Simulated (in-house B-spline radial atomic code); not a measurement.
**BSE on G0W0@HF excitations of neutral krypton**

Method: BSE on G0W0@HF. Computed with an all-electron radial atomic-structure program (B-spline basis): linear response of the closed shell [Ar] 3d10 4s2 4p6 with a statically screened interaction on G0W0 levels; scalar-relativistic (spin-free one-electron X2C), finite nucleus, no spin-orbit coupling, no double excitations, S, P, D and F terms only; shells from n = 2 respond. Only terms of natural parity with L up to 3 were computed.

Only levels near the gap carry their own quasi-particle shift, so the BSE energies are approximate.

Command:
```bash
python run_td.py task.json out
```
Settings (radii: box in bohr, nucleus in fm):
```
Z                        36
electrons                36
configuration            [Ar] 3d10 4s2 4p6
hamiltonian              x2c
method                   bse
box_radius               75
rms_radius               4.1884
intervals                77
```

Time taken, with all properties: 55 s on 1 thread of Arm Neoverse N1 (shared host).

The lowest states, in the order of their Tamm-Dancoff energies; the method's threshold (minus the highest G0W0 level) is 14.612 eV. Labels give the largest channel, * marks a mixed state, and oscillator strengths are full-response dipole values. Energies in eV:

| state | full response | Tamm-Dancoff | oscillator strength |
| --- | --- | --- | --- |
| 4p → 5s 3P | 10.751 | 10.759 | - |
| 4p → 5s 1P | ? | ? | ? |
| 4p → 5p 3S | 11.923 | 11.933 | - |
| 4p → 5p 3D | 12.142 | 12.146 | - |
| 4p → 5p 1D | 12.225 | 12.226 | - |
| 4p → 5p 1S | 12.439 | 12.469 | - |
| 4p → 4d 3P | ? | ? | - |
| 4p → 4d 3F | 12.841 | 12.853 | - |
| 4p → 4d 1F | 12.966 | 12.967 | - |
| 4p → 6s 3P | 13.012 | 13.014 | - |

Problem. Where does 4p → 5s 1P lie?

Solution. At 11.022 eV in full response, 11.030 eV in Tamm-Dancoff, oscillator strength 0.337.

Problem. Where does 4p → 4d 3P lie?

Solution. At 12.742 eV in full response, 12.750 eV in Tamm-Dancoff.

Problem. How large is the singlet-triplet splitting of 4p → 5s (P terms) in Tamm-Dancoff?

Solution. 0.271 eV, from the unrounded values.

Problem. What polarisabilities and dispersion coefficient does the method give?

Solution. Dipole 15.32 bohr³, quadrupole 88.49 bohr⁵, C6 117.7 hartree·bohr⁶ for two such species. Recommended dipole value: 16.78 ± 0.02 bohr³ (Schwerdtfeger and Nagle, table of static dipole polarizabilities (2023 update)), which includes relativity and correlation.
